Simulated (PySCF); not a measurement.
**Ta (tantalum, neutral): revPBE calculation**

Configuration: [Xe] 4f14 5d3 6s2, high-spin 4F determinant. Calculation: PySCF 2.14, in x2c-TZVPPall (11s7p7d3f1g, 97 functions); the spin-free X2C one-electron Hamiltonian (Gaussian nucleus).

```
Total energy                        : -15605.64 hartree
One-electron energy                 : -21410.35 hartree
Hartree (Coulomb) energy            : 6125.78 hartree
Exchange-correlation energy         : -321.06 hartree
⟨S²⟩                                : 3.7571
⟨L²⟩                                : 12.010
Sum of ⟨r⟩                          : 45.45 bohr
Sum of ⟨r²⟩                         : 71.20 bohr²
Langevin diamagnetic susceptibility : -56.4 ×10⁻⁶ cm³/mol
Time after the integrals            : about 6 core-seconds
```

```tsv
shell	electrons	mean orbital energy (eV)	spread (eV)	rms radius, mean of both spins (bohr)
1s β	1	-67149.5	0	0.0211
1s α	1	-67149.5	0	0.0211
2s α	1	-11538.5	0	0.0854
2s β	1	-11538.4	0	0.0854
2p α	3	-10144.8	0	0.0775
2p β	3	-10144.7	0	0.0775
3s α	1	-2645.0	0	0.219
3s β	1	-2645.0	0	0.219
3p α	3	-2228.3	0	0.220
3p β	3	-2228.3	0	0.220
3d α	5	-1726.6	0.001	0.201
3d β	5	-1726.6	0.056	0.201
4s α	1	-539.29	0	0.488
4s β	1	-539.21	0	0.488
4p α	3	-401.83	0	0.519
4p β	3	-401.76	0	0.519
4d α	5	-221.95	0.072	0.563
4d β	5	-221.86	0.156	0.563
5s α	1	-72.994	0	1.17
5s β	1	-72.023	0	1.17
5p α	3	-39.932	0	1.38
5p β	3	-38.579	0	1.38
4f α	7	-24.901	0.051	0.722
4f β	7	-24.669	0.261	0.722
6s α	1	-5.769	0	3.58
6s β	1	-4.623	0	3.58
5d α	3	-4.383	0	2.45
```

Spin-orbit coupling, absent here, splits the open shell strongly.

Densities and radii are taken from the X2C orbitals without a picture-change correction, which distorts them close to the nucleus.
